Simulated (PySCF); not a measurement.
## Sm²⁺ (samarium, charge +2) across methods

[Xe] 4f6, high-spin 7F determinant. Calculation: PySCF 2.14, in cc-pVDZ-X2C; the spin-free X2C one-electron Hamiltonian (Gaussian nucleus).

```tsv
method	E (hartree)	mean ε 5p α (eV)	mean ε 5p β (eV)	mean ε 4f α (eV)	Σ⟨r²⟩ (bohr²)	⟨S²⟩
r2SCAN	-10426.03	-37.814	-35.515	-16.831	40.36	12.007
LDA	-10417.96	-37.223	-35.279	-16.817	40.51	12.003
PBE	-10425.70	-37.058	-35.044	-16.649	40.56	12.004
PBE0	-10425.66	-38.872	-36.690	-19.255	40.32	12.004
UHF	-10422.17614	-43.305	-40.321	-26.512	40.18	12.007
```

Spin-orbit coupling, absent here, splits the open shell strongly.
